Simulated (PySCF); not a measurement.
Running PySCF for CsS

Input:

```python
from pyscf import gto, scf

mol = gto.M(
    atom='Cs 0 0 0; S 0 0 3.115',
    basis='def2-svpd',
    ecp={'Cs': 'def2-svpd'},
    charge=0,
    spin=1,
    verbose=4,
)
mf = scf.UHF(mol)
field = -0.01  # electric field along z, atomic units
h = mf.get_hcore() + field*mol.intor('int1e_r')[2]
mf.get_hcore = lambda *args: h
e_nuc = mol.energy_nuc() - field*mol.atom_charges() @ mol.atom_coords()[:, 2]
mf.energy_nuc = lambda *args: e_nuc
mf.kernel()
mf.mulliken_pop()
mf.dip_moment()
print('orbital energies (hartree):', [e[max(0, n-3):n+3].round(4) for e, n in zip(mf.mo_energy, mol.nelec)])
```

```bash
$ OMP_NUM_THREADS=1 python input.py
```

The log (some set-up lines and the per-cycle HOMO/LUMO lines with their warnings removed):

```
PySCF version 2.14.0

[INPUT] verbose = 4
[INPUT] num. atoms = 2
[INPUT] num. electrons = 25
[INPUT] charge = 0
[INPUT] spin (= nelec alpha-beta = 2S) = 1
[INPUT] symmetry False subgroup None
[INPUT] Mole.unit = angstrom
[INPUT] Symbol           X                Y                Z      unit          X                Y                Z       unit  Magmom
[INPUT]  1 Cs     0.000000000000   0.000000000000   0.000000000000 AA    0.000000000000   0.000000000000   0.000000000000 Bohr   0.0
[INPUT]  2 S      0.000000000000   0.000000000000   3.115000000000 AA    0.000000000000   0.000000000000   5.886496878020 Bohr   0.0

nuclear repulsion = 24.4627667327384
number of shells = 22
number of NR pGTOs = 83
number of NR cGTOs = 54
basis = def2-svpd
ecp = {'Cs': 'def2-svpd'}

******** <class 'pyscf.scf.uhf.UHF'> ********
method = UHF
initial guess = minao
damping factor = 0
level_shift factor = 0
DIIS = <class 'pyscf.scf.diis.CDIIS'>
diis_start_cycle = 1
diis_space = 8
diis_damp = 0
SCF conv_tol = 1e-09
SCF conv_tol_grad = None
SCF max_cycles = 50
direct_scf = True
direct_scf_tol = 1e-13
number electrons alpha = 13  beta = 12
Set gradient conv threshold to 3.16228e-05
init E= -413.582560004292

cycle= 1 E= -417.30951521056  delta_E= -3.73  |g|= 0.254  |ddm|=  1.5
cycle= 2 E= -417.337191619196  delta_E= -0.0277  |g|= 0.0534  |ddm|= 0.412
cycle= 3 E= -417.338986282652  delta_E= -0.00179  |g|= 0.0135  |ddm|= 0.0966
cycle= 4 E= -417.33917546144  delta_E= -0.000189  |g|= 0.00421  |ddm|= 0.0251
cycle= 5 E= -417.339211113716  delta_E= -3.57e-05  |g|= 0.00106  |ddm|= 0.0127
cycle= 6 E= -417.33921424016  delta_E= -3.13e-06  |g|= 0.000389  |ddm|= 0.00409
cycle= 7 E= -417.339214656963  delta_E= -4.17e-07  |g|= 0.000165  |ddm|= 0.00149
cycle= 8 E= -417.339214752131  delta_E= -9.52e-08  |g|= 5.04e-05  |ddm|= 0.000818
cycle= 9 E= -417.339214762267  delta_E= -1.01e-08  |g|= 6.66e-06  |ddm|= 0.00032
cycle= 10 E= -417.339214762392  delta_E= -1.25e-10  |g|= 1.44e-06  |ddm|= 3.26e-05
Extra cycle  E= -417.339214762396  delta_E= -3.69e-12  |g|= 7.58e-07  |ddm|= 3.12e-06
converged SCF energy = -417.339214762396  <S^2> = 0.75905074  2S+1 = 2.0090304
 ** Mulliken pop       alpha | beta **
pop of  0 Cs 5s       -0.15640 | -0.15662
pop of  0 Cs 6s        0.76556 | 0.76643
pop of  0 Cs 7s        0.38932 | 0.38955
pop of  0 Cs 8s       -0.00342 | -0.00255
pop of  0 Cs 9s       -0.00034 | -0.00058
pop of  0 Cs 5px       0.89858 | 0.89827
pop of  0 Cs 5py       0.89860 | 0.89830
pop of  0 Cs 5pz       0.90751 | 0.90761
pop of  0 Cs 6px       0.10164 | 0.10224
pop of  0 Cs 6py       0.10163 | 0.10220
pop of  0 Cs 6pz       0.08511 | 0.08717
pop of  0 Cs 7px      -0.00286 | -0.00206
[42 lines left out]
In total            13.00000 | 12.00000
 ** Mulliken atomic charges   ( Nelec_alpha | Nelec_beta ) **
charge of  0Cs =      0.97729  (     4.00591      4.01680 )
charge of  1S =     -0.97729  (     8.99409      7.98320 )
Dipole moment(X, Y, Z, Debye):  0.00000, -0.00000, -13.48785
orbital energies (hartree): [array([-0.3883, -0.3291, -0.3243, -0.0189,  0.0057,  0.0064]), array([-0.6715, -0.3078, -0.3016, -0.0185,  0.0034,  0.0064])]
```

In short: E(SCF) = -417.339215 Eh, 10 cycles, ⟨S²⟩ = 0.759, μz(SCF) = -13.49 D.

Hardware: Arm Neoverse V1, 1 thread, shared host. Wall time 0.89 s.

The bond length is a typed value, not an optimised one. No search for the lowest solution was made.
